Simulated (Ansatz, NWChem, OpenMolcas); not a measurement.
How methods differ on AlI (iodoaluminum)

The species is AlI (2 atoms), meant as a singlet with charge 0. SMILES: `[Al][I]`. The bond length is the measured one.

```xyz
2

Al    0.0000    0.0000    0.0000
I     0.0000    0.0000    2.5371
```

Quantity: the vertical ionisation energy (to the doublet cation), in eV. The values are calculated.

```json
{"level": "HF/def2-TZVPPD (core potential)", "kind": "Hartree–Fock", "program": "Ansatz", "value (eV)": "7.91"}
{"level": "revPBE/def2-TZVPPD (core potential)", "kind": "GGA", "program": "OpenMolcas", "value (eV)": "8.59"}
{"level": "TPSS/def2-TZVPPD (core potential)", "kind": "meta-GGA", "program": "OpenMolcas", "value (eV)": "8.62"}
{"level": "B3LYP/def2-TZVPPD (core potential)", "kind": "global hybrid", "program": "Ansatz", "value (eV)": "8.79"}
{"level": "CAM-B3LYP/def2-TZVPPD (core potential)", "kind": "range-separated hybrid", "program": "NWChem", "value (eV)": "8.83"}
{"level": "PBE-QIDH/def2-TZVPPD (core potential)", "kind": "double hybrid", "program": "Ansatz", "value (eV)": "8.78"}
{"level": "RPA@PBE0/def2-TZVPPD (core potential)", "kind": "RPA", "program": "Ansatz", "value (eV)": "8.86"}
{"level": "CCSD/def2-TZVPPD (core potential)", "kind": "coupled cluster or CI", "program": "Ansatz", "value (eV)": "8.77"}
```

Spin-orbit coupling, which can split open shells on such heavy atoms by tenths of an eV, is left out. The values span 7.91 to 8.86 eV. In the correlated wave-function rows the outer d shell of I is correlated, in sets not made for it.
